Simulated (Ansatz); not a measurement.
C4H6, singlet, at a GFN2-xTB geometry; HF/STO-3G (Ansatz, a quantum-chemistry and plane-wave program).

The Ansatz input:
Ansatz 0.2 input:
```yaml
crystal:
  periodic: [false, false, false]
  atoms:
    - {symbol: C, position_ang: [-0.00784167, 1.11611200, 0.31081817]}
    - {symbol: C, position_ang: [0.00437126, -1.10877415, 0.33611934]}
    - {symbol: C, position_ang: [0.74234133, 0.00016550, -0.34377631]}
    - {symbol: C, position_ang: [-0.73861092, -0.00805308, -0.35162749]}
    - {symbol: H, position_ang: [-0.01393707, 1.17992953, 1.39377732]}
    - {symbol: H, position_ang: [-0.01059335, 2.08133280, -0.18052822]}
    - {symbol: H, position_ang: [-0.00115845, -1.14801157, 1.42025042]}
    - {symbol: H, position_ang: [0.01227604, -2.08489068, -0.13315037]}
    - {symbol: H, position_ang: [1.50009494, -0.00423893, -1.09685445]}
    - {symbol: H, position_ang: [-1.48824206, -0.02082279, -1.11269693]}
basis:
  gaussian:
    orbitals: STO-3G
hamiltonian:
  xc: hf
```

Task: What does Ansatz print? Leave out banner, timings and long lists.

Result: 
```
Functional definition: HF
366 factors; integrals over basis functions are off by at most 2.7e-5 eV
mean field evaluation 1: about -4162.4636 eV, gradient 1.3e1 eV
mean field evaluation 2: about -4162.6531 eV, gradient 1.3e1 eV
mean field evaluation 4: about -4163.3794 eV, gradient 3.7e-1 eV
mean field evaluation 8: about -4163.3794 eV, gradient 6.9e-6 eV
mean field -4163.37944700 eV, -153.0013726374 hartree, gradient 1.4e-5 eV, S^2 0.000000; 0 other end points of the search recorded, 0 dependent functions left out
reference -4163.37944700 eV, -153.0013726374 hartree; 15, 15 occupied and 11, 11 virtual orbitals, 366 factors
Total energy: -4163.37944700 eV, -153.0013726374 hartree
```
